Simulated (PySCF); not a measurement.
Species: C3H12GeN, net charge 1, singlet state. It need not be the lowest isomer of its formula. SMILES: CC[NH+](C)[GeH3]
Geometry from a B3LYP-D3(BJ)/def2-TZVP (Ansatz) optimisation:
```xyz
17

C      2.4416     0.2155     0.0732
C      1.5009    -0.7829    -0.5695
N      0.1458    -0.1924    -0.8811
C     -0.6986    -1.1531    -1.6586
Ge    -0.8263     0.4662     0.7439
H      3.4234    -0.2450     0.1790
H      2.1174     0.5166     1.0696
H      2.5638     1.1094    -0.5417
H      1.3239    -1.6451     0.0733
H      1.9055    -1.1476    -1.5144
H      0.3075     0.6246    -1.4713
H     -1.6266    -0.6696    -1.9528
H     -0.9172    -2.0164    -1.0333
H     -0.1557    -1.4775    -2.5445
H     -2.2540     0.5911     0.2252
H     -0.5827    -0.6744     1.7253
H     -0.1473     1.7872     1.0791
```
Charge +1, spin multiplicity 1.

Dispersion corrections to the total energy (kcal/mol) from the dftd3 and dftd4 libraries through PySCF: D3(BJ) without and D4 with the three-body term, each with the damping fitted for the functional named.

| functional | D3(BJ) | D4 |
|---|---|---|
| revPBE | [?] | -24.26 |
| BHLYP | -12.08 | -8.87 |
| TPSS | [?] | -10.26 |
| PBE0 | -7.91 | -6.42 |
| BP86 | [?] | -10.11 |
| TPSSh | -10.55 | -9.34 |
| HSE06 | -6.04 | -5.96 |

What belongs in the gaps?


- revPBE, D3(BJ): -22.79
- TPSS, D3(BJ): -11.46
- BP86, D3(BJ): -14.31
